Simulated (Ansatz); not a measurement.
Two isomers of GeH6OSi: A = `[OH][GeH2][SiH3]`, B = `[SiH3][O][GeH3]`.

Calculated with Ansatz (gas phase, PBE0-D4/def2-TZVP geometries, no zero-point term in ΔE). CCSD(T)/CBS adds triple-zeta CCSD(T) − MP2 to the extrapolated MP2 energy (def2 sets, frozen cores). DFT in def2-TZVPP. B3LYP here is the variant with VWN-RPA as its local correlation; programs differ in this. For Ge outer-core shells are correlated without core-valence functions, which leaves a few kJ/mol of doubt a bond. Scalar relativity is left out up to krypton. Each species was taken in one conformer, which may not be the lowest.

Q: Which isomer does CCSD(T)/CBS put lower? Give the gap. (Estimate.)

A: Ansatz gave: B, by 21.2 kcal/mol.

Q: Give E(B) − E(A) in kcal/mol with MP2/def2-TZVPP, B3LYP-D4, PBE-D4, CCSD/def2-TZVPP, BLYP-D4, CCSD(T)/def2-TZVPP, CCSD(T)/def2-SVP. (An estimate is asked.)

A: Computed: MP2/def2-TZVPP -22.9, B3LYP-D4 -20.9, PBE-D4 -15.3, CCSD/def2-TZVPP -22.3, BLYP-D4 -19.3, CCSD(T)/def2-TZVPP -21.5, CCSD(T)/def2-SVP -21.8. None reverses the order clearly.

Q: Does the order hold for the free energy at 298.15 K (harmonic terms from PBE0-D4)? (Best estimate.)

A: Computed: Yes: G(B) − G(A) = -22.8 kcal/mol, for one conformer each. Modes under 60 cm⁻¹, often nearly free rotors, make the harmonic entropy too high.

Largest T1 diagnostic: 0.012.

From r2SCAN to r2SCAN0 (25 % exact exchange), in def2-TZVPP and without D4, E(B) − E(A) moves by −1.0 kcal/mol. Leaving LDA and LC-ωPBE aside and taking each functional with its dispersion term where it has one, the values, not all of them listed here, spread over 8.4 kcal/mol, from BHLYP-D4 to PBE-D4. LDA lies −0.9 kcal/mol from PBE without D4.
